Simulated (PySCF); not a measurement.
Electron correlation in Li⁻ (lithium, charge -1)

[He] 2s2, closed-shell 1S. Computed with PySCF 2.14 in def2-TZVPPD, with no relativity, point nucleus. Frozen: 1s2; 2 electrons correlated.

With two correlated electrons CCSD is exact within the correlated space (frozen core and kept virtual orbitals).

| level | correlation energy (mhartree) |
| --- | --- |
| CCSD | -30.88 |

Diagnostics: T1 = 0.016, D1 = 0.0224, largest double amplitude 0.131.

Cost of the coupled-cluster step: about 0.09 core-seconds, for 2 correlated electrons.
